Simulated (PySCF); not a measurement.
SiH3F, SMILES F[SiH3]. Geometry: r2SCAN-D4/def2-TZVP.

TDDFT-M06-2X/def2-TZVPD (PySCF) puts the lowest singlet excitations at 7.99, 8.00, 9.25, 9.26, 9.26, 10.00 eV.

Q: What are the lowest excitation roots from ADC(2)/aug-cc-pVDZ (PySCF)? (Estimate from the structure and the level; the computed values follow.)

A: 8.43, 8.43, 9.42, 9.42, 9.65, 10.31 eV. S1 differs by 0.44 eV (second minus first; roots are paired by order, and the bases may differ).
